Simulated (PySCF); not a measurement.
NO2, SMILES [O-]N=O, charge -1.

The structure is a stationary point at TPSSh-D3(BJ)/def2-TZVPD.

These are PBE/def2-TZVPD (PySCF) values and carry that method's errors.

Isolated molecule, no solvent. A positive occupied level means that this level leaves the electron formally unbound; only the finite basis holds it.

The total energy comes out as -205.05518 hartree. The point group is C2v, the highest occupied level comes out as 1.30 eV and the lowest empty level is 4.17 eV. The orbital gap comes out as 2.87 eV, the dipole moment about the centre of nuclear charge comes out as 0.084 e·Å and the mean static polarisability comes out as 35.7 bohr³ (5.30 Å³). The polarisability, principal values is 24.6, 35.8, 46.8 bohr³.
